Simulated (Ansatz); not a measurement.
Geometry optimisation, Ansatz, RKS PBE-D4/def2-SVP.

input.yaml

```yaml
crystal:
  periodic: [false, false, false]
  atoms:
    - { symbol: Ta, position_ang: [-0.481645, 0.355437, -0.245002] }
    - { symbol: O, position_ang: [2.630976, -0.412738, -0.243605] }
    - { symbol: H, position_ang: [2.822203, -0.44498, 0.714219] }
    - { symbol: F, position_ang: [0.038701, 0.767744, 1.531395] }
    - { symbol: Cl, position_ang: [-0.518158, 0.239002, -2.566998] }
    - { symbol: F, position_ang: [-2.112549, 1.249784, -0.086491] }
    - { symbol: F, position_ang: [-0.362576, -1.493197, 0.030122] }
    - { symbol: H, position_ang: [0.910461, 1.426334, -0.590829] }
    - { symbol: H, position_ang: [2.553287, 0.561413, -0.41851] }
basis:
  gaussian: { orbitals: def2-SVP }
hamiltonian:
  xc: pbe
  dispersion: d4
relax:
  f_tol: 0.03
  max_steps: 50
```

Launched with:

```bash
$ ansatz run input.yaml --threads 4 --pin off --max-ram 5120MiB --backend cpu --events-out ev --progress --plain --runs-dir out
```

**Question.** Where does it end, and by what steps?

**Answer.** It converged. After 12 steps the energy has fallen by 0.544 eV; H3 moved furthest, 0.90 Å. Joined: Ta1–O2 (3.21 → 2.30 Å).

```json
{"step": "0", "energy less start (eV)": "0.0000", "largest force component (eV/Å)": "0.623", "accepted": "yes"}
{"step": "1", "energy less start (eV)": "-0.0767", "largest force component (eV/Å)": "1.586", "accepted": "yes"}
{"step": "2", "energy less start (eV)": "-0.1822", "largest force component (eV/Å)": "1.668", "accepted": "yes"}
{"step": "3", "energy less start (eV)": "-0.3069", "largest force component (eV/Å)": "1.595", "accepted": "yes"}
{"step": "4", "energy less start (eV)": "-0.4435", "largest force component (eV/Å)": "0.830", "accepted": "yes"}
{"step": "5", "energy less start (eV)": "-0.4636", "largest force component (eV/Å)": "0.482", "accepted": "yes"}
{"step": "6", "energy less start (eV)": "-0.4880", "largest force component (eV/Å)": "0.917", "accepted": "yes"}
{"step": "7", "energy less start (eV)": "-0.5090", "largest force component (eV/Å)": "0.854", "accepted": "yes"}
{"step": "8", "energy less start (eV)": "-0.5338", "largest force component (eV/Å)": "0.266", "accepted": "yes"}
{"step": "9", "energy less start (eV)": "-0.5402", "largest force component (eV/Å)": "0.090", "accepted": "yes"}
{"step": "10", "energy less start (eV)": "-0.5435", "largest force component (eV/Å)": "0.086", "accepted": "yes"}
{"step": "11", "energy less start (eV)": "-0.5431", "largest force component (eV/Å)": "0.217", "accepted": "no"}
{"step": "12", "energy less start (eV)": "-0.5441", "largest force component (eV/Å)": "0.009", "accepted": "yes"}
```

```xyz
9
Properties=species:S:1:pos:R:3
Ta -0.205 0.388 -0.226
O 2.038 -0.137 -0.272
H 2.267 -0.951 0.222
F 0.160 0.972 1.548
Cl -0.348 0.087 -2.540
F -1.967 1.009 -0.086
F 0.037 -1.459 0.209
H 0.805 1.785 -0.664
H 2.695 0.554 -0.066
```

Whether the end is a true minimum wasn't checked by a vibrational analysis.

The run took 25 s on 4 threads of Arm Neoverse V1, with other jobs on the host, peak memory 0.18 GiB.
